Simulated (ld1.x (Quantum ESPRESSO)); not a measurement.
## Cutoff test, W (Z = 74), ultrasoft

- Element: tungsten
- Generator: ld1.x (Quantum ESPRESSO) 7.5
- Type: ultrasoft
- Functional: LDA (PZ)
- Relativity: scalar-relativistic
- Frozen core: [Kr] 4d10 4f14
- Valence charge: 14
- Reference configuration: 5s2 5p6 5d4 6s2 6p0
- Partial waves: 5s (bound): rcut 1.35, rcutus 1.45 bohr; 6s (bound): rcut 1.35, rcutus 1.45 bohr; 5p (bound): rcut 1.90, rcutus 2.40 bohr; 6p (bound, empty): rcut 1.90, rcutus 2.40 bohr; 5d (bound): rcut 1.60, rcutus 1.90 bohr; 5d channel at 0.8 Ry: rcut 1.60, rcutus 1.90 bohr
- Local potential: all-electron potential smoothed inside 2.35 bohr (lloc = -1)
- Core correction: Bessel-smoothed model core inside 0.90 bohr
- Augmentation charge: PSQ, inside the norm-conserving radii

The pseudo-atom Hamiltonian at the reference potential is diagonalised in spherical Bessel functions j_l(qr) that vanish at 20 bohr, with q² up to the cutoff. All-electron valence levels (Ry): 5s -5.8281, 6s -0.4345, 5p -3.1886, 6p -0.1079, 5d -0.3441.

Task: How do the lowest levels (Ry) of each channel move with the cutoff, and are there ghosts?

Result:

```csv
cutoff (Ry),s #1,s #2,s #3,p #1,p #2,p #3,d #1,d #2,f #1,Σ f·Δε (mRy)
8,-5.3224,-0.3734,0.0107,-3.1488,-0.0539,0.0627,-0.0728,0.0706,0.1111,2460.0
15,-5.7540,-0.4273,0.0056,-3.1881,-0.0764,0.0569,-0.1626,0.0664,0.1111,894.1
21,-5.8209,-0.4340,0.0050,-3.1883,-0.1024,0.0514,-0.3190,0.0627,0.1111,120.1
35,-5.8278,-0.4348,0.0050,-3.1886,-0.1078,0.0504,-0.3441,0.0622,0.1111,2.5
45,-5.8279,-0.4349,0.0050,-3.1886,-0.1080,0.0504,-0.3443,0.0622,0.1111,1.1
60,-5.8281,-0.4349,0.0050,-3.1886,-0.1080,0.0504,-0.3444,0.0622,0.1111,0.3
400,-5.8281,-0.4349,0.0050,-3.1886,-0.1080,0.0504,-0.3444,0.0622,0.1111,0.0
```

Result: no extra level below or beside the all-electron valence levels (s, p, d, f tested); 10 mRy is reached at 30 Ry and 1 mRy at 50 Ry.

Test run stopped at test 4 of 9 (negative rho), 1 before it not solved.
